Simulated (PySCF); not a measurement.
Stepwise substitution at one centre (In F-H). Gas-phase values, no solvent. Strings in code marks are SMILES.

Level of theory: PBE-D3(BJ)/def2-TZVP // CAM-B3LYP-D3(BJ)/def2-TZVP in PySCF. Excitations are Tamm–Dancoff values on a coarser integration grid. The basis has no diffuse functions, so Rydberg states are missing or too high.

```tsv
species	HOMO–LUMO gap (eV)	S1 excitation (TDA) (eV)
0 of 3 F replaced by H (`[F][In]([F])[F]`)	4.83	…
1 of 3 F replaced by H (`[F][InH][F]`)	5.46	5.81
2 of 3 F replaced by H (`[InH2][F]`)	4.73	4.83
3 of 3 F replaced by H	4.36	–
```

**Question.** Some entries are withheld; supply them.

**Answer.** 
- 0 of 3 F replaced by H (`[F][In]([F])[F]`), S1 excitation (TDA) (eV): 5.11
